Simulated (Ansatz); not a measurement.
An input meant for the cluster Mg3O2 (charge 0, singlet; atoms displaced at random, 0.03 Å in each coordinate).

```yaml
crystal:
  periodic: [false, false, false]
  atoms:
    - {symbol: Mg, position_ang: [-2.365454, 1.687997, 2.223198]}
    - {symbol: Mg, position_ang: [2.675412, 0.052175, -0.020738]}
    - {symbol: Mg, position_ang: [-0.378354, -3.337702, -4.312091]}
    - {symbol: O, position_ang: [1.477796, 2.491274, 3.186578]}
    - {symbol: O, position_ang: [-1.363707, -0.800341, -1.066875]}
basis:
  gaussian: {orbitals: def2-TZVP}
hamiltonian: {xc: {name: HSE06}, dispersion: d3bj}
output: {forces: true}
```

```sh
$ ansatz run in.yaml --threads 4 --pin off --events-out ev --progress --plain --max-ram 3916MiB
```

It prints (some lines left out):

```
Functional definition: HSE06
1166 factors; their error is unknown
108 factors; integrals over basis functions are off by at most 1.0e-5 eV
mean field evaluation 1: about -20346.8258 eV, gradient 1.3e2 eV
mean field evaluation 2: about -19430.9784 eV, gradient 1.6e2 eV
mean field evaluation 4: about -20105.2526 eV, gradient 2.1e2 eV
mean field evaluation 8: about -20400.0539 eV, gradient 1.3e1 eV
mean field evaluation 16: about -20401.7254 eV, gradient 2.5e-1 eV
mean field evaluation 32: about -20401.7292 eV, gradient 2.5e-5 eV
mean field evaluation 64: about -20401.5620 eV, gradient 7.3e0 eV
mean field evaluation 96: about -20400.4453 eV, gradient 1.8e1 eV
mean field evaluation 128: about -20400.1988 eV, gradient 8.1e0 eV
mean field evaluation 160: about -20401.6613 eV, gradient 1.4e0 eV
mean field evaluation 192: about -20401.6885 eV, gradient 7.5e-1 eV
mean field -20401.72922504 eV, -749.7497202316 hartree, gradient 1.4e-8 eV, S^2 0.000000; 10 other end points of the search recorded, 0 dependent functions left out
reference -20401.72929027 eV, -749.7497226287 hartree; 26, 26 occupied and 132, 132 virtual orbitals, 1166 factors
Total energy: -20401.81697612 eV, -749.7529450242 hartree
Atom 0 at    -2.365454     1.687997     2.223198 Å, force     0.518580    -0.058875    -0.089864 eV/Å
Atom 1 at     2.675412     0.052175    -0.020738 Å, force    -0.373631     0.096042     0.131574 eV/Å
Atom 2 at    -0.378354    -3.337702    -4.312091 Å, force    -0.070591     0.178788     0.228569 eV/Å
Atom 3 at     1.477796     2.491274     3.186578 Å, force    -0.368725    -0.241345    -0.306409 eV/Å
Atom 4 at    -1.363707    -0.800341    -1.066875 Å, force     0.294368     0.025390     0.036130 eV/Å
Dipole moment:    -0.170973    -0.619615    -0.785722 e Å
```

Something in this input is off. What?

The geometry is stretched to more than twice its size. Self-consistency was reached. The result belongs to that input, not to the species as meant.
